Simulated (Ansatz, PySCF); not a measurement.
Lewis adduct: GaH3 (SMILES [GaH3]) (first 4 atoms) with NH3 (SMILES N); geometry from B3LYP-D3(BJ)/def2-TZVP, rigid monomers moved along the line of their centres of mass till Ga1···N5 is 1.96 Å.
(charge 0, multiplicity 1):
```xyz
8

Ga     0.470    -0.368     0.771
H      0.087    -1.901     0.839
H     -0.281     0.541    -0.283
H      1.929     0.056     1.214
N     -0.488     0.226     2.377
H     -1.481     0.040     2.290
H     -0.144    -0.260     3.198
H     -0.362     1.222     2.520
```

Monomers are frozen at their geometry in the pair; levels with a basis set take the counterpoise correction.

Correlated levels freeze the cores. Filled d and f shells under p-block atoms count as core. CBS(a, b) extrapolates the correlation energy as X⁻³ and adds the Hartree–Fock energy of set b.

Run with Ansatz (a first-principles code); PySCF for the dispersion terms. Values without a source in brackets are computed.

The comparison value is -87.3 kJ/mol (CCSD(T)/CBS(aug-cc-pVDZ, aug-cc-pVTZ)). It is a level with limits of its own, not the exact answer.

**Question.** Order these levels by how close they come to the comparison value for the interaction energy, closest first: PBE0-D4/def2-TZVPPD, wB97X-V/def2-TZVPPD, PBE0/def2-TZVPPD. Give each level's value less the comparison value.

**Answer.** PBE0/def2-TZVPPD (-5.4 kJ/mol), wB97X-V/def2-TZVPPD (-7.3 kJ/mol), PBE0-D4/def2-TZVPPD (-10.6 kJ/mol)
